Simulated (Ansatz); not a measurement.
```yaml
crystal:
  periodic: [false, false, false]
  atoms:
    - {symbol: C, position_ang: [-0.161304, 1.119054, -1.291929]}
    - {symbol: B, position_ang: [0.160896, -0.110462, -0.312671]}
    - {symbol: C, position_ang: [1.690568, -0.261427, 0.147667]}
    - {symbol: C, position_ang: [-0.619344, -1.478250, -0.620546]}
    - {symbol: As, position_ang: [-0.831142, 0.562932, 1.610866]}
    - {symbol: H, position_ang: [0.276463, 2.072869, -0.979194]}
    - {symbol: H, position_ang: [0.286965, 0.882997, -2.266227]}
    - {symbol: H, position_ang: [-1.228143, 1.280021, -1.479377]}
    - {symbol: H, position_ang: [2.156205, 0.721433, 0.532593]}
    - {symbol: H, position_ang: [2.156205, 0.671433, 0.482593]}
    - {symbol: H, position_ang: [2.262256, -0.588903, -0.730887]}
    - {symbol: H, position_ang: [-1.692957, -1.356086, -0.798357]}
    - {symbol: H, position_ang: [-0.487148, -2.255223, 0.139744]}
    - {symbol: H, position_ang: [-0.201241, -1.887310, -1.549953]}
    - {symbol: H, position_ang: [-2.319249, 0.829603, 1.648241]}
    - {symbol: H, position_ang: [-0.771050, -0.310661, 2.843804]}
    - {symbol: H, position_ang: [-0.398211, 1.849503, 2.277304]}
basis:
  gaussian: {orbitals: cc-pVTZ, point_charges: [{charge: 2.00, position_ang: [6.013, -0.807, 0.002]}]}
hamiltonian: {xc: {name: revPBE0}, dispersion: d4}
output: {forces: true}
```

```sh
$ ansatz run in.yaml --threads 4 --pin off --events-out ev --progress --plain --max-ram 11315MiB
```

Shortened log:

```
Functional definition: revPBE0
1873 factors; their error is unknown
mean field evaluation 1: about -64642.7240 eV, gradient 7.3e1 eV
mean field evaluation 2: about -64629.8275 eV, gradient 9.6e1 eV
mean field evaluation 4: about -64656.1165 eV, gradient 5.7e0 eV
mean field evaluation 8: about -64656.1182 eV, gradient 1.3e-1 eV
mean field evaluation 16: about -64656.5240 eV, gradient 5.8e-4 eV
mean field -64656.52397069 eV, -2376.0834301567 hartree, gradient 1.8e-5 eV, S^2 0.000000; 0 other end points of the search recorded, 0 dependent functions left out
reference -64656.52401898 eV, -2376.0834319315 hartree; 34, 34 occupied and 297, 297 virtual orbitals, 1873 factors
Total energy: -64657.41599097 eV, -2376.1162112974 hartree
Atom 0 at    -0.161304     1.119054    -1.291929 Å, force    -0.093219    -0.002780    -0.071624 eV/Å
Atom 1 at     0.160896    -0.110462    -0.312671 Å, force    -0.343295     1.204629     0.376503 eV/Å
Atom 2 at     1.690568    -0.261427     0.147667 Å, force    -1.381478    -5.497061     0.222083 eV/Å
Atom 3 at    -0.619344    -1.478250    -0.620546 Å, force     0.639566    -0.294756     0.023009 eV/Å
Atom 4 at    -0.831142     0.562932     1.610866 Å, force    -0.254739    -0.111363     0.266457 eV/Å
Atom 5 at     0.276463     2.072869    -0.979194 Å, force    -0.044263     0.066997    -0.000238 eV/Å
Atom 6 at     0.286965     0.882997    -2.266227 Å, force    -0.025835     0.005257    -0.032382 eV/Å
Atom 7 at    -1.228143     1.280021    -1.479377 Å, force     0.060690     0.037248     0.020515 eV/Å
Atom 8 at     2.156205     0.721433     0.532593 Å, force    -1.072406  2015.155757  2014.766341 eV/Å
Atom 9 at     2.156205     0.671433     0.482593 Å, force     2.056210 -2011.671591 -2015.242991 eV/Å
Atom 10 at     2.262256    -0.588903    -0.730887 Å, force     0.675648     1.066076    -0.049487 eV/Å
Atom 11 at    -1.692957    -1.356086    -0.798357 Å, force     0.165043     0.182645     0.027119 eV/Å
Atom 12 at    -0.487148    -2.255223     0.139744 Å, force    -0.026143     0.048110    -0.034665 eV/Å
Atom 13 at    -0.201241    -1.887310    -1.549953 Å, force    -0.097580    -0.065033    -0.042609 eV/Å
Atom 14 at    -2.319249     0.829603     1.648241 Å, force     0.095739     0.003497    -0.124247 eV/Å
Atom 15 at    -0.771050    -0.310661     2.843804 Å, force     0.070831    -0.017037    -0.103282 eV/Å
Atom 16 at    -0.398211     1.849503     2.277304 Å, force     0.053681     0.024185    -0.042176 eV/Å
Dipole moment:    -0.940875     0.595269     0.407612 e Å
```

**Question.** What is wrong with this run?

**Answer.** One atom was put on top of another. The run converged. The result belongs to that input, not to the molecule as meant.
